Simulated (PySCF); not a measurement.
# Reading the logs of faulty runs: AlBC2H6

Calculated results; nothing here was measured. They come from PySCF 2.14.0, an open-source quantum chemistry program, on an isolated molecule that a program drew, which may never have been made. The molecule is AlBC2H6 (charge 0, singlet), drawn as the SMILES string `B[CH](C)[Al]`.

Each row is a Hartree-Fock (HF) and frozen-core CCSD(T) single point in the cc-pV(D+d)Z basis, meant for a local HF minimum. Run 1 is clean. Each other run has one planted mistake out of seven kinds, and not every kind appears here: one electron removed, one electron added, multiplicity raised by two, geometry at a saddle point, minimal basis STO-3G, one bond length entered in bohr, all coordinates scaled. The reference is restricted for singlets and unrestricted otherwise, and also for a bond in bohr. Adding or removing an electron swaps singlet and doublet. Electrons count all cores. HOMO and LUMO are orbital energies over both spins, the gradient is its largest component, and the lowest frequency (negative if imaginary) is given only where the gradient is small. Bond lengths are over the 9 bonds as drawn. T1 is the CCSD diagnostic: over 0.02 (restricted) or 0.045 (unrestricted) a single reference is doubtful.

Geometry of the clean run:
```xyz
10
AlBC2H6, angstrom
B    -0.4922   -1.1439   -1.0041
C     0.4739   -0.8892    0.1374
C     0.1764    0.1589    1.2258
Al    2.2901   -0.3229   -0.6678
H    -0.3968   -2.1409   -1.6798
H    -1.3096   -0.3180   -1.3327
H     0.8995   -1.8158    0.5634
H    -0.4209   -0.2662    2.0364
H    -0.3844    0.9997    0.8117
H     1.0766    0.5761    1.7015
```

| run | electrons | basis functions | <S^2> | HOMO (eV) | LUMO (eV) | gradient (hartree/bohr) | lowest frequency (cm^-1) | mean bond (Å) | longest bond (Å) | T1 | HF (hartree) | CCSD(T) (hartree) | mistake |
|---|---|---|---|---|---|---|---|---|---|---|---|---|---|
| 1 | 36 | 95 | 0.000 | -7.80 | 0.98 | 4.0e-05 | 140 | 1.3255 | 2.066 | 0.0141 | -345.79775 | -346.29237 | no fault |
| 2 | 36 | 95 | 0.000 | -7.76 | 0.79 | 4.5e-02 | - | 1.4514 | 2.262 | 0.0152 | -345.73773 | -346.24641 | all coordinates scaled |
| 3 | 35 | 95 | 0.802 | -15.33 | -5.99 | 4.0e-02 | - | 1.3255 | 2.066 | 0.0167 | -345.54525 | -346.00241 | one electron removed |
| 4 | 36 | 95 | 0.744 | -7.94 | 0.92 | 1.9e-02 | - | 1.4334 | 2.066 | 0.0624 | -345.67104 | -346.16333 | one bond length entered in bohr |
| 5 | 36 | 95 | 2.013 | -6.19 | -0.09 | 2.0e-02 | - | 1.3255 | 2.066 | 0.0427 | -345.74376 | -346.21323 | multiplicity raised by two |
| 6 | 36 | 30 | 0.000 | -4.56 | 8.12 | 2.5e-02 | - | 1.3255 | 2.066 | 0.0153 | -341.64306 | -341.87259 | ? |

**Which mistake was planted in run 6, and what did it cost?**

It has 30 basis functions where the clean run has 95, with the same electrons and geometry. So the mistake is: minimal basis STO-3G. Subtracting run 1 and multiplying by 627.51 kcal/mol a hartree, the energy moved by 2607.1 kcal/mol in HF and 2773.5 kcal/mol in CCSD(T).

Cautions from the logs. Run 4: T1 is over the limit, so its CCSD(T) energy is less reliable.
